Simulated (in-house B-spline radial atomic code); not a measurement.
Configurations of Cl⁸⁺, with energies counted from [He] 2s2 2p5. All numbers are computed (non-relativistic SCAN, spin-polarised, spherical fractional occupations; point nucleus) with an all-electron radial atomic-structure program (B-spline basis), not measured. Shells without spins written out take the highest spin.

```
                                          configuration  E - E(ref) (eV)  highest orbital  its <r> (bohr)
                              [He] 2s(1 up, 0 down) 2p6           58.785          2p down           0.389
             [He] 2s2 2p(1 up, 3 down) 3s(1 up, 0 down)           237.66            3s up           1.132
                                       [He] 2s2 2p4 3p1           252.13            3p up            1.13
[He] 2s(0 up, 1 down) 2p(3 up, 2 down) 3d(0 up, 1 down)           336.76          3d down           1.081
```

(1) Order these further configurations by energy, lowest first.
A. [He] 2s2 2p4 3d1
B. [He] 2s(0 up, 1 down) 2p(2 up, 3 down) 3s(0 up, 1 down)
C. [He] 2s2 2p4 3s1
D. [He] 2s1 2p5 3p1
E. [He] 2s1 2p5 3d1

Results:

(1) C (236.21 eV), A (273.36 eV), B (292.47 eV), D (308.54 eV), E (329.32 eV).
